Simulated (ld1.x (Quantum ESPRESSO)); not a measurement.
# Sc (Z = 21): TM pseudisation with BLYP, scalar-relativistic reference atom.

Sc, norm-conserving Troullier–Martins (Kleinman–Bylander form), made with ld1.x (Quantum ESPRESSO) 7.5 (BLYP, scalar-relativistic). Core [Ne] 3s2, reference 3p6 3d1 4s2 4p0. Waves: 3p (bound): rc 1.05 bohr; 3d (bound): rc 2.65 bohr; 4s (bound): rc 3.30 bohr. Local part: the s channel. Core correction: none.

All-electron outer shells of the reference configuration (BLYP, scalar-relativistic, ld1.x):

```tsv
shell	level (eV)	outermost node (bohr)	outermost maximum (bohr)
2p	-388.35	–	0.23
3s	-54.73	0.42	0.92
3p	-33.38	0.39	0.97
4s	-4.04	1.33	3.06
3d	-3.11	–	1.10
4p	-1.32	1.49	4.08
```

Calculated quality:

```json
{
  "Cutoffs needed": "70 Ry and 120 Ry (the cutoffs (Ry, on a coarse ladder) from which the occupation-weighted sum of valence levels, in a spherical-Bessel basis at the reference potential, stays within 10 and 1 mRy of its value at 400 Ry)",
  "Ghost test": "no extra level below or beside the all-electron valence levels (p, d, s, f tested) (spherical-Bessel basis up to 400 Ry, 20 bohr box)",
  "Largest excitation error": "-1190 meV (all-electron minus pseudo) for 3p6 3d1 4s0 4p2, out of 7 test configurations"
}
```

Generation and tests took about 5.2 s on one core of a shared server CPU.
